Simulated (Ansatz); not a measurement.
Ansatz (a program for electronic structure) input (B3LYP-D3(BJ)/def2-TZVP):

Ansatz 0.2 input:
```yaml
crystal:
  periodic: [false, false, false]
  atoms:
    - {symbol: C, position_ang: [-0.75978784, 0.05014517, 0.07071473]}
    - {symbol: C, position_ang: [0.75978784, -0.05014517, -0.07071473]}
    - {symbol: Cl, position_ang: [1.34153413, -1.61205362, 0.56736060]}
    - {symbol: Cl, position_ang: [1.55484951, 1.28751350, 0.80316919]}
    - {symbol: Cl, position_ang: [-1.55484951, -1.28751350, -0.80316919]}
    - {symbol: Cl, position_ang: [-1.34153413, 1.61205362, -0.56736060]}
    - {symbol: H, position_ang: [-1.05489891, -0.01286713, 1.11249249]}
    - {symbol: H, position_ang: [1.05489891, 0.01286713, -1.11249249]}
basis:
  gaussian:
    orbitals: def2-TZVP
hamiltonian:
  xc: b3lyp
  dispersion: d3bj
phonons: {temperatures: {t_min: 298.15, t_max: 298.15, t_step: 100}}
```

Output:

```
Functional definition: B3LYP
integrals: 0.21 GiB planned
1500 factors; their error is unknown
mean field: 1.70 GiB planned
mean field evaluation 1: about -52198.2082 eV, gradient 3.3e1 eV
mean field evaluation 2: about -52193.9505 eV, gradient 5.3e1 eV
mean field evaluation 4: about -52200.6765 eV, gradient 9.5e-1 eV
mean field evaluation 8: about -52200.7864 eV, gradient 3.6e-1 eV
mean field evaluation 16: about -52200.7866 eV, gradient 3.1e-5 eV
mean field -52200.78656120 eV, -1918.3435231601 hartree, gradient 3.1e-5 eV, S^2 0.000000; 0 other end points of the search recorded, 0 dependent functions left out
the calculation of the forces begins
reference -52200.78684236 eV, -1918.3435334927 hartree; 41, 41 occupied and 181, 181 virtual orbitals, 1500 factors
these checks for a lower state are left out or cut short: stability, starts, cluster_reference, orbital_swaps, neighbouring_geometries, increment
integrals: 0.21 GiB planned
1500 factors; their error is unknown
mean field: 1.70 GiB planned
mean field -52200.78640815 eV, -1918.3435175358 hartree, gradient 2.3e-6 eV, S^2 0.000000; 0 other end points of the search recorded, 0 dependent functions left out
the calculation of the forces begins
reference -52200.78668934 eV, -1918.3435278691 hartree; 41, 41 occupied and 181, 181 virtual orbitals, 1500 factors
these checks for a lower state are left out or cut short: stability, starts, cluster_reference, orbital_swaps, neighbouring_geometries, increment
integrals: 0.21 GiB planned
1500 factors; their error is unknown
mean field: 1.70 GiB planned
mean field evaluation 32: about -52200.7864 eV, gradient 2.1e-6 eV
mean field -52200.78639882 eV, -1918.3435171928 hartree, gradient 2.2e-6 eV, S^2 0.000000; 0 other end points of the search recorded, 0 dependent functions left out
the calculation of the forces begins
reference -52200.78667997 eV, -1918.3435275247 hartree; 41, 41 occupied and 181, 181 virtual orbitals, 1500 factors
these checks for a lower state are left out or cut short: stability, starts, cluster_reference, orbital_swaps, neighbouring_geometries, increment
integrals: 0.21 GiB planned
1500 factors; their error is unknown
mean field: 1.69 GiB planned
mean field -52200.78644296 eV, -1918.3435188147 hartree, gradient 2.2e-6 eV, S^2 0.000000; 0 other end points of the search recorded, 0 dependent functions left out
the calculation of the forces begins
reference -52200.78672412 eV, -1918.3435291474 hartree; 41, 41 occupied and 181, 181 virtual orbitals, 1500 factors
these checks for a lower state are left out or cut short: stability, starts, cluster_reference, orbital_swaps, neighbouring_geometries, increment
integrals: 0.21 GiB planned
1500 factors; their error is unknown
mean field: 1.70 GiB planned
mean field -52200.78648845 eV, -1918.3435204868 hartree, gradient 2.2e-6 eV, S^2 0.000000; 0 other end points of the search recorded, 0 dependent functions left out
the calculation of the forces begins
reference -52200.78676962 eV, -1918.3435308194 hartree; 41, 41 occupied and 181, 181 virtual orbitals, 1500 factors
these checks for a lower state are left out or cut short: stability, starts, cluster_reference, orbital_swaps, neighbouring_geometries, increment
integrals: 0.21 GiB planned
1500 factors; their error is unknown
mean field: 1.69 GiB planned
mean field -52200.78665461 eV, -1918.3435265927 hartree, gradient 2.2e-6 eV, S^2 0.000000; 0 other end points of the search recorded, 0 dependent functions left out
the calculation of the forces begins
reference -52200.78693580 eV, -1918.3435369263 hartree; 41, 41 occupied and 181, 181 virtual orbitals, 1500 factors
these checks for a lower state are left out or cut short: stability, starts, cluster_reference, orbital_swaps, neighbouring_geometries, increment
integrals: 0.21 GiB planned
1500 factors; their error is unknown
mean field: 1.69 GiB planned
mean field -52200.78643463 eV, -1918.3435185088 hartree, gradient 2.2e-6 eV, S^2 0.000000; 0 other end points of the search recorded, 0 dependent functions left out
the calculation of the forces begins
reference -52200.78671577 eV, -1918.3435288404 hartree; 41, 41 occupied and 181, 181 virtual orbitals, 1500 factors
these checks for a lower state are left out or cut short: stability, starts, cluster_reference, orbital_swaps, neighbouring_geometries, increment
integrals: 0.21 GiB planned
1500 factors; their error is unknown
mean field: 1.69 GiB planned
mean field evaluation 64: about -52200.6780 eV, gradient 1.7e-4 eV
mean field -52200.78640215 eV, -1918.3435173151 hartree, gradient 2.2e-6 eV, S^2 0.000000; 0 other end points of the search recorded, 0 dependent functions left out
the calculation of the forces begins
reference -52200.78668329 eV, -1918.3435276470 hartree; 41, 41 occupied and 181, 181 virtual orbitals, 1500 factors
these checks for a lower state are left out or cut short: stability, starts, cluster_reference, orbital_swaps, neighbouring_geometries, increment
integrals: 0.21 GiB planned
1500 factors; their error is unknown
mean field: 1.70 GiB planned
mean field -52200.78662318 eV, -1918.3435254377 hartree, gradient 2.2e-6 eV, S^2 0.000000; 0 other end points of the search recorded, 0 dependent functions left out
the calculation of the forces begins
reference -52200.78690436 eV, -1918.3435357710 hartree; 41, 41 occupied and 181, 181 virtual orbitals, 1500 factors
these checks for a lower state are left out or cut short: stability, starts, cluster_reference, orbital_swaps, neighbouring_geometries, increment
integrals: 0.21 GiB planned
1500 factors; their error is unknown
mean field: 1.69 GiB planned
mean field -52200.78658597 eV, -1918.3435240706 hartree, gradient 2.2e-6 eV, S^2 0.000000; 0 other end points of the search recorded, 0 dependent functions left out
the calculation of the forces begins
reference -52200.78686715 eV, -1918.3435344037 hartree; 41, 41 occupied and 181, 181 virtual orbitals, 1500 factors
these checks for a lower state are left out or cut short: stability, starts, cluster_reference, orbital_swaps, neighbouring_geometries, increment
integrals: 0.21 GiB planned
1500 factors; their error is unknown
mean field: 1.69 GiB planned
mean field -52200.78650627 eV, -1918.3435211416 hartree, gradient 2.2e-6 eV, S^2 0.000000; 0 other end points of the search recorded, 0 dependent functions left out
the calculation of the forces begins
reference -52200.78678742 eV, -1918.3435314737 hartree; 41, 41 occupied and 181, 181 virtual orbitals, 1500 factors
these checks for a lower state are left out or cut short: stability, starts, cluster_reference, orbital_swaps, neighbouring_geometries, increment
integrals: 0.21 GiB planned
1500 factors; their error is unknown
mean field: 1.69 GiB planned
mean field evaluation 96: about -52200.7864 eV, gradient 2.1e-6 eV
mean field -52200.78644160 eV, -1918.3435187650 hartree, gradient 2.2e-6 eV, S^2 0.000000; 0 other end points of the search recorded, 0 dependent functions left out
the calculation of the forces begins
reference -52200.78672275 eV, -1918.3435290968 hartree; 41, 41 occupied and 181, 181 virtual orbitals, 1500 factors
these checks for a lower state are left out or cut short: stability, starts, cluster_reference, orbital_swaps, neighbouring_geometries, increment
integrals: 0.21 GiB planned
1500 factors; their error is unknown
mean field: 1.69 GiB planned
mean field -52200.78648381 eV, -1918.3435203162 hartree, gradient 2.2e-6 eV, S^2 0.000000; 0 other end points of the search recorded, 0 dependent functions left out
the calculation of the forces begins
reference -52200.78676500 eV, -1918.3435306496 hartree; 41, 41 occupied and 181, 181 virtual orbitals, 1500 factors
these checks for a lower state are left out or cut short: stability, starts, cluster_reference, orbital_swaps, neighbouring_geometries, increment
integrals: 0.21 GiB planned
1500 factors; their error is unknown
mean field: 1.69 GiB planned
mean field -52200.78651620 eV, -1918.3435215064 hartree, gradient 2.2e-6 eV, S^2 0.000000; 0 other end points of the search recorded, 0 dependent functions left out
the calculation of the forces begins
reference -52200.78679736 eV, -1918.3435318390 hartree; 41, 41 occupied and 181, 181 virtual orbitals, 1500 factors
these checks for a lower state are left out or cut short: stability, starts, cluster_reference, orbital_swaps, neighbouring_geometries, increment
integrals: 0.21 GiB planned
1500 factors; their error is unknown
mean field: 1.69 GiB planned
mean field -52200.78656555 eV, -1918.3435233202 hartree, gradient 2.2e-6 eV, S^2 0.000000; 0 other end points of the search recorded, 0 dependent functions left out
the calculation of the forces begins
reference -52200.78684672 eV, -1918.3435336528 hartree; 41, 41 occupied and 181, 181 virtual orbitals, 1500 factors
Total energy: -52201.35280317 eV, -1918.3643321686 hartree
Atom 0 at    -0.759788     0.050145     0.070715 Å, force    -0.000035     0.000003    -0.000010 eV/Å
Atom 1 at     0.759788    -0.050145    -0.070715 Å, force     0.000035    -0.000003     0.000010 eV/Å
Atom 2 at     1.341534    -1.612054     0.567361 Å, force    -0.000003     0.000011    -0.000006 eV/Å
Atom 3 at     1.554850     1.287513     0.803169 Å, force    -0.000004    -0.000009    -0.000007 eV/Å
Atom 4 at    -1.554850    -1.287513    -0.803169 Å, force     0.000004     0.000009     0.000007 eV/Å
Atom 5 at    -1.341534     1.612054    -0.567361 Å, force     0.000003    -0.000011     0.000006 eV/Å
Atom 6 at    -1.054899    -0.012867     1.112492 Å, force    -0.000015     0.000000     0.000012 eV/Å
Atom 7 at     1.054899     0.012867    -1.112492 Å, force     0.000015    -0.000000    -0.000012 eV/Å
Dipole moment:    -0.000000     0.000000    -0.000000 e Å
Vibrations: 55.44 166.84 224.89 290.69 292.65 320.69 361.56 708.32 732.79 759.81 785.59 1042.69 1209.34 1219.80 1228.00 1335.68 3142.75 3156.64 cm⁻¹, zero-point energy 1.055985 eV
```
